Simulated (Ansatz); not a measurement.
The same path of a periodic cell of 17 atoms, LiSi₁₆ (host Si, host structure diamond, interstitial Li), cell charge +1 was run twice with different band settings. Lost on the way: Si3–Li17, Si9–Li17, Si12–Li17, Si15–Li17. Made: Si5–Li17, Si8–Li17, Si14–Li17.

Method: DFT r2SCAN-D3(BJ), scalar-relativistic, plane waves, PAW (Ansatz). Settings: cutoff 500 eV, k mesh 2x2x2, fermi-dirac smearing 0.05 eV, no spin polarisation.

Relaxed end points:

```xyz
17
Lattice="0.0000 5.4300 5.4300 5.4300 0.0000 5.4300 5.4300 5.4300 0.0000" Properties=species:S:1:pos:R:3
Si 0.037 0.058 0.040
Si 1.403 1.385 1.406
Si 2.730 2.752 0.040
Si 4.084 4.134 1.421
Si 2.752 0.037 2.755
Si 4.101 1.386 4.104
Si 5.467 2.752 2.775
Si 6.833 4.118 4.103
Si 0.037 2.752 2.733
Si 1.419 4.134 4.087
Si 2.751 5.466 2.753
Si 4.082 6.798 4.086
Si 2.773 2.752 5.470
Si 4.100 4.118 6.836
Si 5.467 5.445 5.470
Si 6.848 6.799 6.851
Li 5.464 8.179 5.467
```

```xyz
17
Lattice="0.0000 5.4300 5.4300 5.4300 0.0000 5.4300 5.4300 5.4300 0.0000" Properties=species:S:1:pos:R:3
Si 0.022 -0.020 0.021
Si 1.400 1.343 1.400
Si 2.759 2.673 0.028
Si 4.089 4.031 1.400
Si 2.782 -0.009 2.781
Si 4.120 1.312 4.119
Si 5.441 2.650 2.781
Si 6.823 4.039 4.131
Si 0.029 2.673 2.758
Si 1.400 4.031 4.088
Si 2.759 5.403 2.758
Si 4.106 6.756 4.106
Si 2.782 2.650 5.440
Si 4.132 4.039 6.823
Si 5.455 5.406 5.455
Si 6.823 6.730 6.823
Li 6.838 9.454 6.837
```

Common settings: spring 5.0 eV/Å²; optimiser quadratic models (default); force threshold 0.05 eV/Å; end points relaxed.

| run | movable images | climbing image | start path | iteration limit |
| --- | --- | --- | --- | --- |
| 1 | 5 | yes | straight line | 7 |
| 2 | 6 | from the first iteration | default | 8 |

(1) What does each run give, and how far can it be trusted?

Answers

(1) Run 1: converged after 4 iterations, highest image 0.633 eV above the first end. The order of the stationary point at the top wasn't checked.
Run 2: converged after 4 iterations, highest image 0.633 eV above the first end. The order of the stationary point at the top wasn't checked.
Limits of this set-up: charged cell in a uniform background, uncorrected.
